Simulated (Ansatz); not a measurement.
System: CH$_{4}$Al, net charge 0, doublet state. It need not be the lowest isomer of its formula. 
Coordinates optimised at B3LYP-D3(BJ)/def2-TZVP (Ansatz, a program for electronic structure):
```
C
H 1 1.0899
H 1 1.0956 2 108.34
H 1 1.0956 2 108.34 3 115.78
Al 1 1.9732 2 114.42 3 -122.11
H 5 1.6066 1 117.21 2 180.00
```
Charge 0, spin multiplicity 2.

Property: atomisation energy (electronic, to ground-state atoms), in kcal/mol. Valence correlation only, unless marked. UHF or UKS for open shells. No spin-orbit coupling. Non-relativistic. The coupled-cluster limit lacks core correlation, which all-electron functionals hold. CBS marks a two-point X^-3 extrapolation of the correlation energy; Hartree-Fock from the larger set. [CCSD(T)-MP2]/basis is that difference in the basis named.

```csv
level,program,atomisation energy (kcal/mol)
BLYP/def2-TZVPD,Ansatz,423.2
```

Predict the RI-MP2/CBS(aug-cc-pV(T+d)Z,aug-cc-pV(Q+d)Z)+[CCSD(T)-MP2]/aug-cc-pV(T+d)Z result (Ansatz).

430.3 kcal/mol
